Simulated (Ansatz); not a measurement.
CH₄OSSi, SMILES `S[SiH]1CO1` at its PBE0-D4/def2-TZVP geometry, where that method's forces vanish. Total charge 0; spin multiplicity 1.

```xyz
8

S    -1.3062   -1.2625   -1.2574
Si   -0.4148    0.2223   -0.0487
C     1.3258    0.1435    0.3940
O     0.2777   -0.1962    1.3918
H    -2.5158   -0.6786   -1.2187
H    -1.2139    1.4634   -0.0623
H     1.9423   -0.7134    0.1289
H     1.9050    1.0213    0.6724
```

(1) What forces (eV/Å) does r2SCAN-D4/def2-TZVPP give on these atoms in Ansatz 0.2.0? (Best estimate.)

Answers

(1) Ansatz gave: 
```
S1  -0.026 -0.051 -0.033
Si2 -0.086  0.095 -0.101
C3   0.278  0.095 -0.245
O4  -0.186 -0.112  0.352
H5  -0.002 -0.002 -0.002
H6   0.017 -0.013  0.010
H7   0.000 -0.003  0.008
H8   0.004 -0.009  0.013
```
